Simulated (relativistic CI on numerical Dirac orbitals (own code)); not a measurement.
# d6 in a ligand field

Computed with a parametric ligand-field model of a d^n configuration (Racah B and C, spin-orbit zeta, crystal field), exact diagonalisation.

Field parameters in Wybourne normalisation: Oh B⁴₀ = 21Dq, B⁴₄ = √(5/14) B⁴₀. The field is a parameter set, without covalency.

B = 710 cm⁻¹, C = 2780 cm⁻¹ (C/B = 3.92), Oh, no spin-orbit coupling. Tanabe-Sugano data, E/B above the lowest term (Δ = |10Dq|; b, c mark the second and third term of a kind):

| Δ/B | 5T2 | 5E | 3T1 | 3T2 | 3T1(b) | 1A1 | 1T1 |
| --- | --- | --- | --- | --- | --- | --- | --- |
| 1.0 | 0.00 | 1.00 | 19.40 | 19.72 | 20.34 | 28.58 | 29.04 |
| 5.0 | 0.00 | 5.00 | 16.62 | 18.84 | 20.65 | 21.99 | 25.70 |
| 9.0 | 0.00 | 9.00 | 13.11 | 16.80 | 20.67 | 14.66 | 22.00 |
| 13.0 | 0.00 | 13.00 | 9.43 | 14.07 | 20.68 | 7.11 | 18.21 |
| 17.0 | 0.55 | 17.55 | 6.22 | 11.51 | 21.24 | 0.00 | 14.90 |
| 21.0 | 8.28 | 29.28 | 10.14 | 15.89 | 28.98 | 0.00 | 18.75 |
| 25.0 | 16.06 | 41.06 | 14.07 | 20.17 | 36.77 | 0.00 | 22.63 |
| 29.0 | 23.87 | 52.87 | 18.02 | 24.37 | 44.60 | 0.00 | 26.52 |
| 33.0 | 31.71 | 64.71 | 21.97 | 28.53 | 52.44 | 0.00 | 30.43 |
| 37.0 | 39.58 | 76.58 | 25.93 | 32.65 | 60.31 | 0.00 | 34.34 |
| 41.0 | 47.46 | 88.46 | 29.89 | 36.75 | 68.20 | 0.00 | 38.27 |
| 45.0 | 55.36 | 100.36 | 33.86 | 40.82 | 76.10 | 0.00 | 42.21 |

The ground term changes from 5T2 to 1A1 between Δ/B = 13.0 and 17.0.
